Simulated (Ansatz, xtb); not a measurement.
**Relaxing a trial structure of FGeH4Si+**

The starting geometry of this gas-phase singlet has its atoms placed at random.

```xyz
7

F    -0.1572    0.6676   -1.1227
Ge   -0.7013   -0.7088    1.1845
Si   -0.2232   -0.9554   -1.0863
H    -1.6984   -0.2627    0.2795
H     0.3392    0.9688   -1.9686
H    -1.0226   -0.0136   -1.6714
H    -0.3607    0.6192    0.1266
```

Q: One run relaxed it with r2SCAN-D4/def2-SVP. What is a likely outcome?

A: It ends as a structure with H4 bridging Si3 and Ge2, H7 bridging Si3 and Ge2, given below by its coordinates. Distances that change by over a tenth: F1–Si3 (1.62 → 2.16 Å), Ge2–H4 (1.42 → 1.74 Å). Contacts that close: Si3–H4 (2.13 → 1.76 Å), Si3–H7 (1.99 → 1.62 Å).

The energy falls by 10.56 eV over 16 steps:

```
step  E − E(last) (eV)
   1            10.565
   3             2.269
   4             1.023
   6             0.344
   8             0.156
   9             0.067
  11             0.010
  13             0.000
  14             0.000
  16             0.000
```

Final geometry (Å):

```xyz
7

F     0.7950    0.9077   -1.5808
Ge   -0.5003   -0.8480    1.4973
Si   -0.6625   -0.4243   -0.7092
H    -1.8152   -1.1451    0.4014
H     0.7863    1.3058   -2.4332
H    -1.5454   -0.1667   -1.8799
H    -0.8820    0.6858    0.4460
```

From the same start GFN2-xTB ends elsewhere, in pieces: GeH3Si + FH.

From so rough a start the end depends on the optimiser's path, so another program may land elsewhere. The end wasn't checked by frequencies. Run with Ansatz 0.2.0, 25 s on 1 thread of Intel(R) Xeon(R) 6975P-C (Granite Rapids), with other jobs on the host.
